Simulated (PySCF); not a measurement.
Two-dimensional NMR puzzle

Compound of formula C$_{6}$H$_{12}$O$_{2}$Si. Correlations simulated from computed shifts and the bond graph:

HSQC (one-bond C–H):
```
  δH    δC
3.54  67.5
2.35  31.3
1.53  15.9
1.43  28.4
0.52  28.4
```

COSY cross peaks (H two or three bonds apart, from the bond graph; peaks can be absent where the dihedral angle is near 90°):
```
  δH    δH
3.54  1.43
3.54  0.52
1.43  0.52
```

HMBC (two and three bonds, from the bond graph):
```
  δH                       δC
4.92                     67.5
3.54  214.6, 33.4, 28.4, 15.9
2.35              214.6, 33.4
1.53  214.6, 67.5, 33.4, 28.4
1.43  214.6, 67.5, 33.4, 15.9
0.52  214.6, 67.5, 33.4, 15.9
```

Carbons without hydrogens: δ 214.6, 33.4.

Computational details: geometry: GFN2-xTB, GIAO PBE0/pcSseg-1 shieldings, in PySCF 2.14 (non-relativistic, one computed conformer, no solvent, fast rotation and ring inversion assumed for equivalent nuclei).

Referencing at the same level of theory: TMS for $^{1}$H (σ = 31.72 ppm), $^{13}$C (σ = 186.93 ppm).

Exchangeable hydrogens are left out of these lists.

**Question.** Assemble the structure.

**Answer.** SMILES CC(=O)[C@@]1(C)C[C@@H]1O[SiH3].

Atom-mapped SMILES (the numbers label the heavy atoms): `[CH3:1][C:2](=[O:3])[C@@:4]1([CH3:5])[CH2:6][C@@H:7]1[O:8][SiH3:9]` (H(Xn): hydrogen on atom n). Ha(C6) is cis to O8 on the ring; Hb(C6) is trans to O8 on the ring.

δC 214.6 is C2, a ketone carbonyl carbon. δC 67.5 is C7, a three-membered-ring carbon (δH 3.54). δC 33.4 is C4, a three-membered-ring carbon. δC 31.3 is C1, a methyl carbon α to a carbonyl (δH 2.35). δC 28.4 is C6, a three-membered-ring carbon (δH 1.43, 0.52). δC 15.9 is C5, a methyl carbon (δH 1.53). HMBC from δH 3.54 reaches the proton-free carbons C2, C4. HMBC from δH 2.35 reaches the proton-free carbons C2, C4. HMBC from δH 1.53 reaches the proton-free carbons C2, C4. HMBC from δH 1.43 reaches the proton-free carbons C2, C4. COSY links 3.54–1.43, 3.54–0.52, 1.43–0.52.

This is the structure that produced the data.

Shifts are as computed. Against solution values, carbons near 30 ppm lie about +3 ppm off and those near 130 ppm about +5 ppm. Of 1309 compounds with measured shifts, 239 miss one by over three times the rms of a fit or turn the order of signals round; such compounds aren't used in these exercises.
